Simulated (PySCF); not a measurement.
# Correlation energy of Tl (thallium, neutral)

[Xe] 4f14 5d10 6s1 6p2, high-spin 4P determinant (an excited configuration). Calculation: PySCF 2.14, in def2-TZVPPD with the def2 core potential (60 electrons); scalar relativity through the core potential. Frozen: 5s2 5p6 5d10; 3 electrons correlated.

| level | correlation energy (mhartree) |
| --- | --- |
| CCSD | -9.33 |
| (T) | -0.06 |
| CCSD(T) | -9.39 |

Diagnostics: T1 = 0.0038, D1 = 0.0057, largest double amplitude 0.039.

Q: Is a single reference adequate?

A: Yes, within this model without spin-orbit coupling: T1 lies below 0.03 and no double amplitude reaches 0.07.

Spin-orbit coupling is strong in this species, so the high-spin LS determinant is a model state.
